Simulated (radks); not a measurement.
All-electron atom: I+ in [Kr] 4d10 5s2 5p4. Calculated with a radial shooting solver on a logarithmic mesh with Libxc functionals: scalar-relativistic Kohn-Sham, LDA (Slater exchange, Perdew-Wang correlation), spin-polarised, spherical densities, finite nucleus; open shells are filled with parallel spins first (spin-orbit coupling, left out, can overturn this in heavy ions); Fermi nuclear charge, rms radius 4.75 fm.

Radial electron density D(r) = 4 pi r^2 rho(r):

r (bohr)  D(r) (e/bohr)   spin D(r)
0.001095          2.278  -0.0000112
0.00146           3.728  -0.0000177
0.001932          5.942  -0.0000268
0.002577          9.439  -0.0000382
0.003437          14.65  -0.0000475
0.004547          21.83  -0.0000391
0.006065          31.61   0.0000327
0.008089          43.41    0.000289
0.01079           55.64     0.00102
0.01428           65.07     0.00278
0.01904           68.87     0.00681
0.02539           65.68      0.0148
0.0336            60.53      0.0273
0.04481           62.64      0.0425
0.05977           76.31      0.0493
0.07972           88.67      0.0325
0.1055            82.27    0.000532
0.1407            65.62     0.00393
0.1876            66.76      0.0717
0.2483            74.63      0.0933
0.3311            54.97      0.0103
0.4417            27.81      0.0636
0.5891            26.16       0.232
0.7794            26.91      0.0949
1.04              15.70      0.0166
1.387             7.104       0.582
1.835             4.447        1.12
2.447             2.610       0.930
3.263            0.9229       0.372
4.353            0.1650      0.0680
5.759           0.01371     0.00528
7.681         0.0003681    0.000118

D(r) has 4 maxima, at r = 0.0190, 0.0843, 0.242, 0.697 bohr, and minima at 0.0370, 0.160, 0.510 bohr, inside which lie 1.98, 11.20, 28.97 electrons.
